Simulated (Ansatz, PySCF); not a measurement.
Noncovalent pair: HF (SMILES F) (first 2 atoms) with SiH4 (SMILES [SiH4]); geometry from B3LYP-D3(BJ)/def2-TZVP, rigid monomers moved along the line of their centres of mass till H2···H4 is 2.01 Å.
(charge 0, multiplicity 1):
```xyz
7

F     -0.20220    -0.42935    -0.46784
H     -0.10079    -0.77049     0.39116
Si    -0.02676     0.17870     3.32299
H      0.05888    -0.97350     2.38231
H      1.06094     1.12686     3.00827
H      0.12675    -0.35352     4.69312
H     -1.34519     0.82401     3.16026
```

Monomers are frozen at their geometry in the pair; levels with a basis set take the counterpoise correction.

Cores are frozen in the correlated methods. CBS(a, b) extrapolates the correlation energy as X⁻³ and adds the Hartree–Fock energy of set b.

The values were computed with Ansatz (Gaussian orbitals); PySCF for the dispersion terms. Values without a source in brackets are computed.

PBE/def2-TZVPPD gives -6.5 kJ/mol for the interaction energy.

**Question.** Where do these levels fall relative to PBE: PBE-D3(BJ)/def2-TZVPPD, r2SCAN/def2-TZVPPD, PBE0/def2-TZVPPD, wB97M-V/def2-TZVPPD, MP2/CBS(aug-cc-pV(D+d)Z, aug-cc-pV(T+d)Z), CCSD(T)/CBS(aug-cc-pV(D+d)Z, aug-cc-pV(T+d)Z).

**Answer.** PBE-D3(BJ)/def2-TZVPPD -1.8; r2SCAN/def2-TZVPPD 0.4; PBE0/def2-TZVPPD 0.9; wB97M-V/def2-TZVPPD 0.5; MP2/CBS(aug-cc-pV(D+d)Z, aug-cc-pV(T+d)Z) 0.9; CCSD(T)/CBS(aug-cc-pV(D+d)Z, aug-cc-pV(T+d)Z) 0.7 kJ/mol. 5 of 6 lie above PBE; the widest gap is to PBE-D3(BJ)/def2-TZVPPD.

Ansatz is a quantum-chemistry and plane-wave program.
